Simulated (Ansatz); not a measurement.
Reactions of FH5O3Si2, SMILES `O[SiH](O)[SiH](O)F`.

Gas-phase electronic energies from Ansatz, PBE0-D4/def2-TZVP geometries. CCSD(T)/CBS is the MP2 limit (def2-TZVPP, def2-QZVPP) plus CCSD(T) − MP2 in def2-TZVPP, frozen cores. This one scheme is used for every species. DFT in def2-TZVPP. No spin–orbit coupling; open shells (•) take unrestricted orbitals. def2 core potentials past Kr. For Sn outer-core shells are correlated without core-valence functions, which leaves a few kJ/mol of doubt a bond. One conformer a species, not always the lowest.

```json
{"reaction": "`O[SiH](O)[SiH](O)F` → `[OH]`• + `O[SiH][SiH](O)F`•", "HF/CBS(def2) (kJ/mol)": "410", "MP2/CBS(def2) (kJ/mol)": "586", "ωB97X-V (kJ/mol)": "544", "PBE0-D4 (kJ/mol)": "525"}
{"reaction": "`O[SiH](O)[SiH](O)F` + `[OH][Sn]([F])([F])[F]` → `O[Si@H](F)[Si@@H](O)F` + `[OH][Sn]([OH])([F])[F]`", "HF/CBS(def2) (kJ/mol)": "-20", "MP2/CBS(def2) (kJ/mol)": "-22", "ωB97X-V (kJ/mol)": "-18", "PBE0-D4 (kJ/mol)": "-19"}
{"reaction": "`O[SiH](O)[SiH](O)F` + `C[SiH](O)O` → `C[Si@H](O)O[Si@@H](O)F` + `O[SiH2]O`", "HF/CBS(def2) (kJ/mol)": "-195", "MP2/CBS(def2) (kJ/mol)": "-175", "ωB97X-V (kJ/mol)": "-163", "PBE0-D4 (kJ/mol)": "-151"}
{"reaction": "`O[SiH](O)[SiH](O)F` + `CBO` → `CBO[SiH](O)F` + `O[SiH2]O`", "HF/CBS(def2) (kJ/mol)": "-171", "MP2/CBS(def2) (kJ/mol)": "-144", "ωB97X-V (kJ/mol)": "-130", "PBE0-D4 (kJ/mol)": "-118"}
{"reaction": "`O[SiH](O)[SiH](O)F` + `C=C[SiH2]O` → `C=C[Si@@H](O)[Si@@H](O)F` + `O[SiH2]O`", "HF/CBS(def2) (kJ/mol)": "-7", "MP2/CBS(def2) (kJ/mol)": "-6", "ωB97X-V (kJ/mol)": "-4", "PBE0-D4 (kJ/mol)": "-5"}
{"reaction": "`O[SiH](O)[SiH](O)F` + CH₄ → `C[SiH](O)[SiH](O)O` + H–F", "HF/CBS(def2) (kJ/mol)": "177", "MP2/CBS(def2) (kJ/mol)": "151", "ωB97X-V (kJ/mol)": "156", "PBE0-D4 (kJ/mol)": "146"}
{"reaction": "`O[SiH](O)[SiH](O)F` + `CN([SiH3])[SiH2]F` → `CN([SiH2]F)[SiH](O)O` + `O[SiH](F)[SiH3]`", "HF/CBS(def2) (kJ/mol)": "-36", "MP2/CBS(def2) (kJ/mol)": "-33", "ωB97X-V (kJ/mol)": "-35", "PBE0-D4 (kJ/mol)": "-36"}
{"reaction": "`O[SiH](O)[SiH](O)F` + `ClC[SiH2]Cl` → `O[SiH](F)CCl` + `O[SiH](O)[SiH2]Cl`", "HF/CBS(def2) (kJ/mol)": "-16", "MP2/CBS(def2) (kJ/mol)": "-14", "ωB97X-V (kJ/mol)": "-14", "PBE0-D4 (kJ/mol)": "-16"}
{"reaction": "`O[SiH](O)[SiH](O)F` → `O[SiH](O)O` + `F[SiH]`", "HF/CBS(def2) (kJ/mol)": "149", "MP2/CBS(def2) (kJ/mol)": "185", "ωB97X-V (kJ/mol)": "185", "PBE0-D4 (kJ/mol)": "192"}
{"reaction": "`O[SiH](O)[SiH](O)F` + H₂ → `O[SiH2][SiH](O)O` + H–F", "HF/CBS(def2) (kJ/mol)": "133", "MP2/CBS(def2) (kJ/mol)": "134", "ωB97X-V (kJ/mol)": "133", "PBE0-D4 (kJ/mol)": "124"}
```

Question: Give the CCSD(T)/CBS values in the same order. (Estimate.)

Answer: Computed: 554, -21, -169, -138, -5, 151, -36, -15, 172, 130 kJ/mol.

Largest T1 diagnostic: 0.015, for `F[SiH]`.
